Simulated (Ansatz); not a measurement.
Reaction (isomerisation): `O=[C](S)[GeH3]` → `C[O][Ge][SH]`

Isolated molecules relaxed with PBE0-D4/def2-TZVP in Ansatz; ΔE leaves out vibrations. CCSD(T)/CBS is the MP2 limit (def2-TZVPP, def2-QZVPP) plus CCSD(T) − MP2 in def2-TZVPP, frozen cores. Functionals use def2-TZVPP. B3LYP here is the variant with VWN-RPA as its local correlation; programs differ in this. For Ge outer-core shells are correlated without core-valence functions, which leaves a few kJ/mol of doubt a bond. Scalar relativity is left out up to krypton. Each species was taken in one conformer, which may not be the lowest.

Task: Is it downhill or uphill in electronic energy at CCSD(T)/CBS, and by how much? (Estimate.)

Result: Ansatz gave: Downhill: ΔE = -155.6 kJ/mol.

Task: What do these levels give: PBE-D4, B3LYP-D4, PBE-QIDH, BLYP, PBE0, CCSD(T)/def2-TZVPP? (Estimate.)

Result: Ansatz gave: PBE-D4 -145.4, B3LYP-D4 -161.4, PBE-QIDH -146.0, BLYP -155.9, PBE0 -149.0, CCSD(T)/def2-TZVPP -141.6 kJ/mol.

Largest T1 diagnostic among the species: 0.016.

From PBE to PBE0 (25 % exact exchange), in def2-TZVPP and without D4, ΔE moves by −4.6 kJ/mol. In def2-TZVPP, CCSD(T) changes the Hartree–Fock value by +13.8 kJ/mol (the triples alone add +4.9 kJ/mol) and MP2 by +11.7 kJ/mol. Leaving LDA and LC-ωPBE aside and taking each functional with its dispersion term where it has one, the values, not all of them listed here, spread over 31.1 kJ/mol, from BHLYP-D4 to B97M-V.
